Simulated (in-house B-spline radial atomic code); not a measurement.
## RPA and G0W0 on PBE0: the chlorine ion Cl⁷⁺

Configuration [He] 2s2 2p6, mean-field start PBE0. Computed with an all-electron radial atomic-structure program (B-spline basis): all electrons, scalar-relativistic (spin-free one-electron X2C), finite nucleus, each spin shell either full or empty, empty states to l = 9 with an (l + 1/2)⁻⁴ tail; G0W0 by contour deformation at full frequency.

Command:
```bash
python run_gw.py task.json out
```
Settings (radii: box in bohr, nucleus in fm):
```
Z                        17
electrons                10
configuration            [He] 2s2 2p6
hamiltonian              x2c
method                   pbe0
lmax                     9
rms_radius               3.3654
spin_polarised           False
box_radius               8.41
intervals                67
```

Time taken, with all properties: 1.4 s on 1 thread of Arm Neoverse N1, with other jobs on the host.

Energies (hartree):

```csv
term,value
mean-field total,-446.41253
Hartree-Fock functional on these orbitals,-446.15268
direct second order,-0.65805
second-order exchange,0.233
SOSEX correction,0.22118
```

What is the RPA correlation energy, and what remains with SOSEX?

RPA gives -0.61077 hartree (-1.66 eV per electron); RPA + SOSEX gives -0.3896, and the second-order doubles -0.42505 hartree (no singles). RPA lacks exchange-type terms and so overcorrelates at short range.

Quasi-particle levels (eV):

```csv
level,occupied,mean field,Σx - vxc,Σc,QP weight,G0W0
2p,yes,-330.42,-20.29,?,?,?
2s,yes,-393.00,-27.19,4.46,0.977,-415.73
1s,yes,-2917.50,-85.08,26.33,0.919,-2976.24
3s,no,-119.87,6.38,-0.68,0.998,-114.16
```

G0W0 = mean field + (Σx - vxc) + Σc, with Σc (partial-wave tail included) taken at the quasi-particle energy.

Where does G0W0 put 2p?

At -348.80 eV, with Σc = 1.92 eV and a quasi-particle weight of 0.983. The tabulated removal energy is 348.306 ± 0.007 eV (NIST, measured); the calculation leaves out spin-orbit coupling, Breit and QED terms, and what these don't explain is the method's own error.
